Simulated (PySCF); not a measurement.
## BAs under electron impact: the energy ladder

PBE0 in PySCF with def2-TZVPPD on every atom, for the lowest determinant that a PBE0 search found; no spin–orbit coupling.

```tsv
species	state (unpaired electrons)	Re (Å)	ωe (cm⁻¹)	energy of the minimum from the neutral (eV)	De (eV)	dissociates to
BAs	triplet (σ ↑, π ↑)	1.845	825	0.00	3.14	B + As
BAs⁺	quartet (σ ↑, π ↑↑)	1.968	637	8.86	2.93	B⁺ + As
```

Problem. Work out the lowest energy to break BAs into atoms, from its vibrational ground state.

Solution. D0 = De − ωe/2 = 3.14 − 0.05 = 3.09 eV (PBE0/def2-TZVPPD).

Problem. Work out the ionisation energy of the B atom at this level and the threshold of dissociative ionisation.

Solution. IE(B) = 8.86 + 2.93 − 3.14 = 8.65 eV, so B⁺ + As + e⁻ appears at D0 + IE(B) = 11.74 eV (PBE0/def2-TZVPPD). The measured IE(B) is 8.298 eV (NIST ASD).

These are thermodynamic thresholds; the onsets seen under electron impact lie higher where the geometry changes, and cross-sections peak well above them.

Spin–orbit coupling is left out. For an ion De counts to the pair picked by the measured ionisation energies or electron affinities, which need not be the lowest pair at this level. States were picked by a PBE0 search and need not be the measured ground states.
